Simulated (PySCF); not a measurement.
Ge(H)(Me)2(OH) (C₂H₈GeO), SMILES [CH3][GeH]([CH3])[OH].

Geometry optimised at B3LYP-D3(BJ)/def2-SVP. One conformer was computed; it need not be the lowest.

Level of theory: PySCF with TDA-PBE/def2-SVPD.

Vertical excitations.  State labels are in the subgroup Cs.

Computed UV-visible absorptions:
| state | symmetry | energy (eV) | λ (nm) | f | main pairs |
|---|---|---|---|---|---|
| S1 | A" | 6.07 | 204 | 0.044 | HOMO→LUMO 98 % |
| S2 | A" | 6.62 | 187 | 0.004 | HOMO→LUMO+1 99 % |
| S3 | A' | 6.85 | 181 | 0.012 | HOMO−1→LUMO 90 % |
| S4 | A' | 7.11 | 174 | 0.027 | HOMO→LUMO+2 88 % |
| S5 | A" | 7.25 | 171 | 0.023 | HOMO→LUMO+3 97 % |
| S6 | A' | 7.46 | 166 | 0.005 | HOMO−1→LUMO+1 97 % |
| S7 | A" | 7.50 | 165 | 0.000 | HOMO−2→LUMO 99 % |
| S8 | A" | 7.81 | 159 | 0.017 | HOMO−1→LUMO+2 78 %, HOMO→LUMO+4 20 % |
| S9 | A' | 7.83 | 158 | 0.050 | HOMO−3→LUMO 90 % |
| S10 | A" | 7.87 | 158 | 0.055 | HOMO→LUMO+4 77 %, HOMO−1→LUMO+2 18 % |
| T1 | A" | 5.81 | 213 | 0 | HOMO→LUMO 99 % |
| T2 | A" | 6.47 | 192 | 0 | HOMO→LUMO+1 99 % |
| T3 | A' | 6.63 | 187 | 0 | HOMO−1→LUMO 97 % |
| T4 | A' | 6.85 | 181 | 0 | HOMO→LUMO+2 98 % |
Triplets are in the Tamm–Dancoff approximation.
